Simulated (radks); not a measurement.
Problem. Dipole-allowed excitations along the series with 18 electrons in [Ar]. Calculated with a radial shooting solver on a logarithmic mesh with Libxc functionals: non-relativistic Kohn-Sham, LB94 model potential, spin-unpolarised, spherical densities, point nucleus. Time-dependent linear response with the Hartree and adiabatic LDA kernel, continuum included through the Sternheimer equations. Lines are the poles of the dipole polarisability below minus the highest occupied eigenvalue, found on a grid refined at the orbital gaps; the lowest seven at most are given, and weak or close lines can be missed. The first line takes the name of the lowest orbital gap if no other gap lies below it; otherwise a line is named after a gap within 0.6 % of it, if that gap stands alone.

species  -e(HOMO) (eV)  lowest orbital gap (eV)  first line (eV)     f  static alpha (bohr^3)
V5+             126.94             3p-3d 40.461   53.746 (3p-3d)  3.76                  1.113
Mn7+            193.75             3p-3d 48.964   64.859 (3p-3d)  3.07                 0.6455
Fe8+            231.81             3p-3d 53.110   70.165 (3p-3d)  2.81                 0.5096
Co9+            272.95             3p-3d 57.207   75.366 (3p-3d)  2.59                 0.4097
Ni10+           317.16             3p-3d 61.264   80.491 (3p-3d)  2.41                 0.3347

Estimate the first line of Cr6+, its oscillator strength and the static polarisability.

Solution. 59.410 eV (3p-3d), f = 3.38, alpha = 0.8361 bohr^3.
